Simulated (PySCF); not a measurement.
Computed with B3LYP-D3(BJ)/def2-TZVP in PySCF. All species are isolated molecules in the gas phase. B3LYP has the VWN-RPA correlation part, as in Gaussian. 

Reference species (SMILES): `C1C[SiH2]1` (neutral, multiplicity 1).

```json
{
 "HOMO": "-6.73 eV",
 "dipole_moment": "0.05 D"
}
```

Changed species: `C=C[SiH3]`.

**Question.** Predict the effect on the HOMO and dipole moment.

**Answer.** the HOMO drops by 1.03 eV, to -7.76 eV; the dipole moment goes up by 0.68 D, to 0.73 D.
